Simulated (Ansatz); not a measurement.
`C[SiH2]C(Cl)Cl` + `[SnH4]` → `C[SiH2][SnH3]` + `ClCCl`  (formal exchange of groups at the Si–C bond)

Calculated with Ansatz (gas phase, PBE0-D4/def2-TZVP geometries, no zero-point term in ΔE). CCSD(T)/CBS adds triple-zeta CCSD(T) − MP2 to the extrapolated MP2 energy (def2 sets, frozen cores). This one scheme is used for every species. DFT in def2-TZVPP. B3LYP here is the variant with VWN-RPA as its local correlation; programs differ in this. def2 core potentials past Kr. For Sn outer-core shells are correlated without core-valence functions, which leaves a few kJ/mol of doubt a bond. Each species was taken in one conformer, which may not be the lowest.

| level | ΔE (eV) |
| --- | --- |
| B3LYP-D4 | -0.29 |
| ωB97X-V | -0.27 |
| HF/def2-QZVPP | -0.33 |
| HF/CBS(def2) | -0.33 |

Question: What does CCSD(T)/CBS give? (Estimate.)

Answer: The calculation gave: -0.32 eV. The listed levels differ from it by 0.03, 0.05, -0.01, -0.01 eV.

Largest T1 diagnostic among the species: 0.013.

In def2-TZVPP, CCSD(T) changes the Hartree–Fock value by +0.06 eV (the triples alone add +0.02 eV) and MP2 by +0.07 eV. The D4 term adds +0.08 eV with B3LYP and +0.04 eV with PBE0; it sums over pairs of atoms, weighted by their polarisabilities, and B3LYP, whose exchange is more repulsive, gets the larger term.
